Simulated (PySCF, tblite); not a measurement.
Breaking a bond: LiNa, singlet.

Levels of theory: GFN2-xTB, 300 K electronic temperature (tblite); UCCSD(T) = PySCF 2.14.0 with CCSD(T) on UHF/cc-pVDZ, 1 core orbital frozen.

Energies relative to the lowest point of each curve near equilibrium, in kJ/mol; the last columns give the difference from UCCSD(T):

| R / Å | GFN2-xTB | UCCSD(T) | GFN2-xTB − UCCSD(T) |
|---|---|---|---|
| 2.34 | 5.4 | 27.5 | -22.1 |
| 2.51 | 0.0 | 13.3 | -13.3 |
| 2.62 | 0.6 | 7.1 | -6.5 |
| 2.72 | 3.2 | 3.3 | -0.2 |
| 2.83 | 7.6 | 0.9 | 6.7 |
| 2.93 | 12.8 | 0.0 | 12.8 |
| 3.04 | 19.4 | 0.3 | 19.1 |
| 3.07 | 21.4 | 0.7 | 20.8 |
| 3.25 | 34.1 | 4.0 | 30.1 |
| 3.43 | 46.8 | 9.4 | 37.4 |
| 3.65 | 57.0 | 17.6 | 39.4 |
| 3.95 | 79.5 | 29.8 | 49.7 |
| 4.44 | 118.9 | 48.2 | 70.7 |
| 4.85 | 149.2 | 59.8 | 89.4 |
| 5.22 | 173.5 | 67.1 | 106.4 |
| 5.91 | 209.9 | 74.6 | 135.2 |
| 6.39 | 228.4 | 77.1 | 151.3 |
| 7.20 | 249.4 | 78.6 | 170.8 |
| 7.81 | — | 79.0 | — |
| 8.79 | — | 79.3 | — |

GFN2-xTB is furthest from UCCSD(T) at 7.20 (170.8 kJ/mol, above); its mean absolute difference over the points is 54.5 kJ/mol.

Dashes: no converged value, or the column stops at the first point that the program doubted or that broke a chosen test of continuity, which isn't proof of a fault.

The unrestricted determinant behind UCCSD(T) is spin-contaminated at 2.34 to 8.79 Å (<S²> up to 1.0, against 0.00 for a pure singlet).
